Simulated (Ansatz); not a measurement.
Energy needed to pull apart GeH$_{2}$SO (SMILES [OH][Ge][SH]), singlet, into free ground-state atoms, from the structure below (displaced at random from a GFN2-xTB minimum); no zero-point or spin–orbit terms; open-shell atoms are treated unrestricted, in their ground-state multiplicity.

```tsv
atom	x (Å)	y (Å)	z (Å)
O1	-1.2999	-0.9929	0.3829
Ge2	-0.8844	0.6843	0.0503
S3	1.3907	0.3647	-0.3493
H4	-0.7377	-1.7392	0.4720
H5	1.5855	1.6305	-0.5639
```

Program: Ansatz 0.2.0. Basis: def2-TZVPP. Cores are frozen in the correlated methods. Filled d shells of the heavier atoms are correlated. The def2 sets are not built for correlating such inner shells, so the correlated values are less sure here.

| method | atomization energy (kJ/mol) |
| --- | --- |
| PBE-D4 | ? |
| BLYP-D4 | 1592 |
| r2SCAN-D4 | 1585 |
| B97M-V | 1593 |
| PBE0-D4 | 1558 |
| wB97M-V | 1581 |
| HF | 1016 |
| MP2 | ? |
| CCSD | 1486 |
| CCSD(T) | 1524 |

**Question.** What does MP2 give? (An estimate is asked for; the value comes from the calculation.)

**Answer.** By the calculation: 1560 kJ/mol, which is about 36 kJ/mol more than CCSD(T)/def2-TZVPP.

**Question.** What does PBE-D4 give? (An estimate is asked for; the value comes from the calculation.)

**Answer.** The calculation gives: 1618 kJ/mol, which is about 94 kJ/mol more than CCSD(T)/def2-TZVPP.

In triple zeta the MP2 and coupled-cluster atomization energies are still short of their basis limit by a few kcal/mol a bond, whereas those of the functionals are nearly converged, so these differences are not deviations from converged CCSD(T).

No T1 diagnostic of these runs exceeds 0.015.

For scale, one of the runs: CCSD(T)/def2-TZVPP forces, 149 basis functions (an equivalent command: `ansatz run in.yaml --threads 4`). Time: 91 s of wall clock on 4 CPU threads; the host was shared. Peak host memory: 1.6 GiB.
